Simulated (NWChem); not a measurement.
System: CH3F2NbS; SMILES [F][Nb](=[S])([F])[CH3]

Computed with NWChem. Structure relaxed at the PBE0/def2-SVP level. No frequency run checked for a minimum. def2 effective core potentials on Nb; no spin-orbit coupling.

Q: Predict the results for LC-wPBE (HJS exchange hole, range parameter 0.4 per bohr)/def2-SVP. Quantities: highest occupied level (eV); orbital gap (eV); dipole (D).

A: 
* **highest occupied level (eV)**: -10.69
* **orbital gap (eV)**: 10.38
* **dipole (D)**: 2.51
